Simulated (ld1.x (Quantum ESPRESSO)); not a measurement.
Results of a calculation; reference values are marked as such.
# Potentials for phosphorus (P) compared

Generated with ld1.x 7.5 (TM, RRKJ, ultrasoft, PAW), atompaw 4.2 or ONCVPSP 4.0.1. The cutoff is in Ry: for ld1.x and atompaw files where the sum of valence levels is converged to 10 mRy in a Bessel basis, for ONCV files where the hardest occupied wave has 1 mHa per electron of residual kinetic energy. The error is the largest all-electron minus pseudo excitation energy over each file’s own four to seven test configurations (ionisations up to +4, promotions, holes and added fractions of an electron), all of which were solved. The labels leave out finer settings (local radius, basis sizes, second energies), which also bear on the numbers. Spin-polarised tests are not counted. The rows are a selection from randomly drawn settings: files with unsolved tests, undetermined cutoffs or missed reference levels are left out.

```tsv
potential	cutoff (Ry)	largest error (meV)	bound ghosts
TM semilocal, BLYP, non-relativistic, rc 1.10/1.45 (sp), local p, core correction no, reference 3s2 3p3	70	+213	none
TM, LDA (PZ), non-relativistic, rc 1.35/1.45/1.55 (spd), local s, core correction no, reference 3s1 3p4	35	+444	none
RRKJ, LDA (PZ), scalar-relativistic, rc 1.28/1.92 (sp), local p, core correction yes, reference 3s2 3p2.5	21	+59	none
TM, PBE, non-relativistic, rc 1.65/1.30/1.80 (spd), local p, core correction yes, reference 3s1.5 3p3.5	55	+109	none
TM, PBEsol, scalar-relativistic, rc 1.15/1.95 (sp), local s, core correction no, reference 3s1 3p4	50	+123	none
```

Task: Fill in the row for P: RRKJ, PBEsol, non-relativistic, rc 1.30/1.60/1.75 (spd), local s, core correction yes, reference 3s2 3p3.

Result: cutoff 40 Ry, largest error +192 meV, bound ghosts: none.
